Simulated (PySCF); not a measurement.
## Electron correlation in Ar (argon, neutral)

[Ne] 3s2 3p5 4s1, high-spin 3P determinant (an excited configuration). Computed with PySCF 2.14 in aug-cc-pV(T+d)Z with one added diffuse shell each of s, p, d, f type (7s6p5d3f, 71 functions), with the non-relativistic Hamiltonian (point nucleus). Frozen: [Ne]; 8 electrons correlated.

MP2 pair energies summed by pair of shells (mhartree):

```csv
pair,energy,share (%)
3p-3p,-106.11,59.2
3s-3p,-52.81,29.5
3p-4s,-9.46,5.3
3s-3s,-9.36,5.2
3s-4s,-1.41,0.8
```

Total MP2 correlation energy: -179.14 mhartree.

Same-spin part -43.93 and opposite-spin part -135.21 mhartree; SCS-MP2 scales them by 1/3 and 6/5 to -176.89 mhartree.
